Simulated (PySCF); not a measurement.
C4H6ClF, SMILES C/C(F)=C(\C)Cl.

Geometry: PBE-D3(BJ)/def2-SVP.

The numbers are results of PBE0/def2-TZVP in PySCF, not measurements.

Computed frontier levels, gap, dipole moment and polarisability:
The highest occupied level comes out as -6.79 eV. The lowest empty level is 0.23 eV, the orbital gap comes out as 7.02 eV and the dipole moment is 3.00 D. The quadrupole, principal values (traceless, Buckingham form, about the centre of nuclear charge) is -1.57, -1.04, 2.61 D·Å and the mean static polarisability is 63.4 bohr³ (9.40 Å³). The polarisability, principal values is 44.6, 62.2, 83.6 bohr³.
